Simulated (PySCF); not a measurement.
Molecule: SMILES [NH3+][BH2-]C(F)(F)F, CH₅BF₃N.

Numbering as in the mapped SMILES `[NH3+:1][BH2-:2][C:3]([F:4])([F:5])[F:6]` (H(Xn): hydrogen on atom n).

Spin–spin couplings on one PBE0-D3(BJ)/def2-SVP geometry, PySCF 2.14, gas phase, non-relativistic, equivalent pairs averaged (spin–dipole term only in couplings to heteroatoms); isotopes ¹³C, ¹⁹F, ¹¹B, ¹H, ¹⁵N; functional B3LYP.

How do the couplings (Hz) change with the basis set? Times are CPU seconds on 1 thread of an Arm Neoverse V1, shared host. Far from the basis limit: pcJ-0, 6-31G*, def2-TZVP, cc-pVTZ.

Answers


```tsv
basis set	functions	¹J(C3,F4)	¹J(B2,H(B2))	¹J(B2,C3)	¹J(N1,H(N1))	¹J(N1,B2)	²J(F4,F5)	²J(B2,F4)	core-s
pcJ-0	93	-447.9	103.9	70.1	-58.9	-3.1	45.7	14.9	10
6-31G*	94	-288.2	125.8	109.7	-71.1	-8.6	150.4	29.9	13
pcJ-1	212	-362.2	113.1	85.2	-73.5	-4.1	90.0	39.2	32
def2-TZVP	216	-399.2	107.9	86.6	-68.0	-3.3	37.4	40.9	36
cc-pVTZ	250	-343.7	111.0	76.6	-61.6	-2.3	55.1	31.3	45
```

The Fermi-contact term samples the wavefunction at the nucleus, which is why sets with added tight s functions (names with J) are made for couplings.
